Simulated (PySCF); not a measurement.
**Orbital picture of NaHg⁺**

r²SCAN at R = 3.097 Å; PySCF, scalar-relativistic core potentials, basis sets Na def2-SVP, Hg def2-SVP with ECP60. State: ¹Σ⁺ (singlet), closed shell. Only the outer orbitals are listed, counted within each symmetry, core potentials removing the inner ones.

```json
{"orbital": "6σ", "occ.": "2", "ε (eV)": "-15.16", "on Na (%)": "1", "main shells (%)": "99 Hg d"}
{"orbital": "3π", "occ.": "2", "ε (eV)": "-15.09", "on Na (%)": "0", "main shells (%)": "100 Hg d"}
{"orbital": "3π", "occ.": "2", "ε (eV)": "-15.09", "on Na (%)": "0", "main shells (%)": "100 Hg d"}
{"orbital": "1δ", "occ.": "2", "ε (eV)": "-14.96", "on Na (%)": "0", "main shells (%)": "100 Hg d"}
{"orbital": "1δ", "occ.": "2", "ε (eV)": "-14.96", "on Na (%)": "0", "main shells (%)": "100 Hg d"}
{"orbital": "7σ", "occ.": "2", "ε (eV)": "-11.74", "on Na (%)": "5", "main shells (%)": "94 Hg s"}
{"orbital": "8σ", "occ.": "0", "ε (eV)": "-6.12", "on Na (%)": "59", "main shells (%)": "59 Na s, 36 Hg p"}
{"orbital": "4π", "occ.": "0", "ε (eV)": "-4.71", "on Na (%)": "21", "main shells (%)": "78 Hg p, 19 Na p"}
{"orbital": "4π", "occ.": "0", "ε (eV)": "-4.71", "on Na (%)": "21", "main shells (%)": "78 Hg p, 19 Na p"}
```

Which are the highest filled and the lowest empty level, where do they sit, and how wide is the gap?

Highest filled 7σ at -11.74 eV (in %: 94 Hg s); lowest empty 8σ at -6.12 eV (in %: 59 Na s, 36 Hg p); the gap at r²SCAN is 5.62 eV.

| Property | Result |
| --- | --- |
| bond order (Mayer) | 0.22 |
| ⟨S²⟩ | 0.000 |
| charge on Na (Mulliken, basis-dependent) | 0.88 |
| charge on Na (Löwdin, basis-dependent) | 0.64 |
| dipole moment (positive dipole points towards Hg; it is taken about the centre of mass and depends on that origin) | -10.87 D |

Closed-shell solutions of metal pairs were not tested for spin polarisation, which can lower them a little. Spin–orbit coupling is left out.
